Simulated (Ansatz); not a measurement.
The cluster CdCl2⁻. Charge -1, multiplicity 2. Geometry r2SCAN-D4/def2-TZVPD; atoms count from 1.

```xyz
3

Cd    0.467   -0.466    0.551
Cl    1.220   -0.115   -1.803
Cl   -1.688    0.581    1.252
```

In the def2 sets Cd takes a core potential; there is no spin–orbit coupling. The structure comes from a short search, and lower isomers may exist.

Problem. Estimate the Mulliken populations from the PBE0/def2-TZVPD orbitals of Ansatz.

Solution. 
```tsv
atom	charge (e)	spin (α − β)	d electrons
Cd1	0.22	0.92	10.01
Cl2	-0.61	0.04	–
Cl3	-0.61	0.04	–
```
Mulliken values and Mayer orders depend strongly on the basis. With diffuse functions, as here, like atoms can get unlike values, and bond orders can come out too low or too high.

Problem. Where does the spin sit?

Solution. Summed by element: Cd 0.92, Cl 0.08, of 1 unpaired in all. Largest on single atoms: Cd1 0.92, Cl2 0.04, Cl3 0.04.

Problem. And the Mayer bond orders between bonded heavy atoms (over 0.3)?

Solution. Cd1–Cl2 0.47 (2.50 Å); Cd1–Cl3 0.47 (2.50 Å).
